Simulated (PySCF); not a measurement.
## Calculated data, CH$_{6}$AlB$_{2}$, CH$_{5}$BClSi, B$_{2}$H$_{2}$NO, CH$_{5}$BNSi

Calculation on a computer-drawn molecule: the log of a Hartree-Fock and frozen-core CCSD(T) single point meant for a local Hartree-Fock minimum, with one planted fault or none, to be diagnosed. Offsets are logged minus clean, where the clean run is the same molecule without the fault. The reference is restricted for singlets and unrestricted otherwise, and also for a bond in bohr or an excited solution. Adding or removing an electron swaps singlet and doublet. The excited solution moves the top pair (singlet) or top alpha electron (doublet) to the lowest empty orbital. Highest occupied and lowest empty are orbital energies over both spins, largest force is the largest gradient component, triples share is (T) over the correlation energy, the T1 limit is 0.02 restricted and 0.045 unrestricted, electrons count all cores, a negative frequency is imaginary (commonest isotopes), and the dipole is about the centre of nuclear charge. Program: PySCF 2.14.0.

Common to all runs: meant charge 0; meant multiplicity 2; logged SCF converged yes; possible faults no fault, one electron removed, one electron added, multiplicity raised by two, geometry at a saddle point, SCF held on an excited solution, minimal basis STO-3G, one bond length entered in bohr, all coordinates scaled.

```json
{"entry": 1, "formula": "CH6AlB2", "logged_structure": {"atoms_angstrom": [["B", 1.1991, -2.1466, -0.235], ["C", 0.328, -0.9646, 0.2862], ["B", -0.8416, -0.6164, -0.7388], ["Al", -2.9119, -0.2922, -0.2234], ["H", 1.1635, -3.2936, 0.1163], ["H", 0.9325, -0.0423, 0.2194], ["H", -0.0044, -1.0937, 1.3201], ["H", -0.4922, -0.4936, -1.8897], ["H", -3.9666, -1.4794, -0.2685], ["H", -3.4382, 1.1421, 0.2119]]}, "given": {"meant_basis": "cc-pV(D+d)Z", "logged_electrons": 35, "logged_basis_functions": 95, "logged_spin_squared": 3.767, "logged_highest_occupied [eV]": -7.1057, "logged_lowest_empty [eV]": -0.70884, "logged_largest_force [hartree/bohr]": 0.034388, "logged_T1_diagnostic": 0.020399, "logged_D1_diagnostic": 0.083612, "logged_triples_share": 0.029153, "logged_CC_converged": "yes", "logged_dipole_magnitude [debye]": 2.5963, "logged_SCF_stable_within_its_kind": "yes", "logged_energy_HF [hartree]": -332.4413, "logged_energy_CCSD(T) [hartree]": -332.84828, "drawn_bonds_atom": [1, 2, 3, 1, 2, 2, 3, 4, 4], "drawn_bonds_other_atom": [2, 3, 4, 5, 6, 7, 8, 9, 10], "drawn_bonds_order": [1, 1, 1, 1, 1, 1, 1, 1, 1]}, "results": {"planted_fault": "multiplicity raised by two", "HF_energy_offset_from_clean_run [kcal/mol]": 61.24, "CCSD(T)_energy_offset_from_clean_run [kcal/mol]": 67.09}}
{"entry": 2, "formula": "CH6AlB2", "logged_structure": {"atoms_angstrom": [["B", 1.1991, -2.1466, -0.235], ["C", 0.328, -0.9646, 0.2862], ["B", -0.8416, -0.6164, -0.7388], ["Al", -2.9119, -0.2922, -0.2234], ["H", 1.1635, -3.2936, 0.1163], ["H", 0.9325, -0.0423, 0.2194], ["H", -0.0044, -1.0937, 1.3201], ["H", -0.1813, -0.3842, -2.9136], ["H", -3.9666, -1.4794, -0.2685], ["H", -3.4382, 1.1421, 0.2119]]}, "given": {"meant_basis": "cc-pV(D+d)Z", "logged_electrons": 35, "logged_basis_functions": 95, "logged_spin_squared": 1.4071, "logged_highest_occupied [eV]": -8.6234, "logged_lowest_empty [eV]": 0.86641, "logged_largest_force [hartree/bohr]": 0.022013, "logged_T1_diagnostic": 0.058985, "logged_D1_diagnostic": 0.25385, "logged_triples_share": 0.035312, "logged_CC_converged": "yes", "logged_dipole_magnitude [debye]": 1.8214, "logged_SCF_stable_within_its_kind": "yes", "logged_energy_HF [hartree]": -332.42824, "logged_energy_CCSD(T) [hartree]": -332.84442, "drawn_bonds_atom": [1, 2, 3, 1, 2, 2, 3, 4, 4], "drawn_bonds_other_atom": [2, 3, 4, 5, 6, 7, 8, 9, 10], "drawn_bonds_order": [1, 1, 1, 1, 1, 1, 1, 1, 1]}, "results": {"planted_fault": "one bond length entered in bohr, row 7 of the drawn bonds", "HF_energy_offset_from_clean_run [kcal/mol]": 69.43, "CCSD(T)_energy_offset_from_clean_run [kcal/mol]": 69.51}, "notes": ["T1 above single-reference limit"]}
{"entry": 3, "formula": "CH5BClSi", "logged_structure": {"atoms_angstrom": [["B", -2.481, -1.1406, 0.6796], ["C", -1.9561, -0.7162, -0.7231], ["Si", -0.274, 0.1175, -0.6695], ["Cl", 1.1367, -1.1456, 0.1875], ["H", -2.3832, -2.2118, 1.2035], ["H", -2.6027, 0.043, -1.1821], ["H", -1.8663, -1.5649, -1.412], ["H", 0.1841, 0.4157, -2.0371], ["H", -0.3039, 1.3493, 0.1369]]}, "given": {"meant_basis": "cc-pV(D+d)Z", "logged_electrons": 47, "logged_basis_functions": 99, "logged_spin_squared": 0.7772, "logged_highest_occupied [eV]": -7.1999, "logged_lowest_empty [eV]": 0.28442, "logged_largest_force [hartree/bohr]": 0.057488, "logged_dipole_magnitude [debye]": 2.6314, "logged_SCF_stable_within_its_kind": "no", "logged_energy_HF [hartree]": -813.83429, "drawn_bonds_atom": [1, 2, 3, 1, 2, 2, 3, 3], "drawn_bonds_other_atom": [2, 3, 4, 5, 6, 7, 8, 9], "drawn_bonds_order": [1, 1, 1, 1, 1, 1, 1, 1]}, "results": {"planted_fault": "SCF held on an excited solution", "HF_energy_offset_from_clean_run [kcal/mol]": 40.4}, "notes": ["coupled-cluster numbers left out as unreliable"]}
{"entry": 4, "formula": "B2H2NO", "logged_structure": {"atoms_angstrom": [["B", -2.1084, 0.2936, -0.6701], ["N", -1.2787, 0.1697, 0.2455], ["B", -0.4718, 0.0282, 1.3841], ["O", 0.8734, -0.0436, 1.345], ["H", -2.889, 0.4105, -1.5354], ["H", 1.2613, -0.1378, 2.2011]]}, "given": {"meant_basis": "cc-pVDZ", "logged_electrons": 27, "logged_basis_functions": 66, "logged_spin_squared": 3.768, "logged_highest_occupied [eV]": -5.6032, "logged_lowest_empty [eV]": -0.64335, "logged_largest_force [hartree/bohr]": 0.14966, "logged_T1_diagnostic": 0.0301, "logged_D1_diagnostic": 0.12626, "logged_triples_share": 0.029484, "logged_CC_converged": "yes", "logged_dipole_magnitude [debye]": 1.4486, "logged_SCF_stable_within_its_kind": "yes", "logged_energy_HF [hartree]": -179.70873, "logged_energy_CCSD(T) [hartree]": -180.1916, "drawn_bonds_atom": [1, 2, 3, 1, 4], "drawn_bonds_other_atom": [2, 3, 4, 5, 6], "drawn_bonds_order": [1, 2, 1, 1, 1]}, "results": {"planted_fault": "multiplicity raised by two", "HF_energy_offset_from_clean_run [kcal/mol]": 118.2, "CCSD(T)_energy_offset_from_clean_run [kcal/mol]": 139.7}}
{"entry": 5, "formula": "B2H2NO", "logged_structure": {"atoms_angstrom": [["B", -2.1084, 0.2936, -0.6701], ["N", -1.2787, 0.1697, 0.2455], ["B", -0.4718, 0.0282, 1.3841], ["O", 0.8734, -0.0436, 1.345], ["H", -2.889, 0.4105, -1.5354], ["H", 1.2613, -0.1378, 2.2011]]}, "given": {"meant_basis": "cc-pVDZ", "logged_electrons": 27, "logged_basis_functions": 66, "logged_spin_squared": 0.7611, "logged_highest_occupied [eV]": -8.3993, "logged_lowest_empty [eV]": 2.9644, "logged_largest_force [hartree/bohr]": 1.6849e-05, "logged_lowest_frequency [cm^-1]": 178.56, "logged_T1_diagnostic": 0.019197, "logged_D1_diagnostic": 0.051699, "logged_triples_share": 0.032508, "logged_CC_converged": "yes", "logged_dipole_magnitude [debye]": 0.72624, "logged_SCF_stable_within_its_kind": "yes", "logged_energy_HF [hartree]": -179.89702, "logged_energy_CCSD(T) [hartree]": -180.41429, "drawn_bonds_atom": [1, 2, 3, 1, 4], "drawn_bonds_other_atom": [2, 3, 4, 5, 6], "drawn_bonds_order": [1, 2, 1, 1, 1]}, "results": {"planted_fault": "no fault", "HF_energy_offset_from_clean_run [kcal/mol]": 0.0, "CCSD(T)_energy_offset_from_clean_run [kcal/mol]": 0.0}}
{"entry": 6, "formula": "CH5BNSi", "logged_structure": {"atoms_angstrom": [["B", -0.3244, -2.359, -2.1723], ["N", -0.0485, -1.232, -1.7268], ["Si", 0.4564, 0.2644, -1.0628], ["C", 0.4838, 1.6082, -2.379], ["H", -0.5905, -3.4191, -2.5958], ["H", -0.4561, 0.647, 0.0457], ["H", -0.5108, 1.7302, -2.8195], ["H", 0.7867, 2.5648, -1.9447], ["H", 1.1832, 1.3578, -3.1802]]}, "given": {"meant_basis": "cc-pV(D+d)Z", "logged_electrons": 38, "logged_basis_functions": 90, "logged_spin_squared": 0.0, "logged_highest_occupied [eV]": 0.15378, "logged_lowest_empty [eV]": 8.6276, "logged_largest_force [hartree/bohr]": 0.079155, "logged_T1_diagnostic": 0.017248, "logged_D1_diagnostic": 0.055671, "logged_triples_share": 0.035208, "logged_CC_converged": "yes", "logged_dipole_magnitude [debye]": 3.8314, "logged_SCF_stable_within_its_kind": "yes", "logged_energy_HF [hartree]": -408.82209, "logged_energy_CCSD(T) [hartree]": -409.38621, "drawn_bonds_atom": [1, 2, 3, 1, 3, 4, 4, 4], "drawn_bonds_other_atom": [2, 3, 4, 5, 6, 7, 8, 9], "drawn_bonds_order": [1, 2, 1, 1, 1, 1, 1, 1]}, "results": {"planted_fault": "one electron added", "HF_energy_offset_from_clean_run [kcal/mol]": 28.13, "CCSD(T)_energy_offset_from_clean_run [kcal/mol]": 2.181}, "notes": ["highest electron not bound in this basis"]}
```
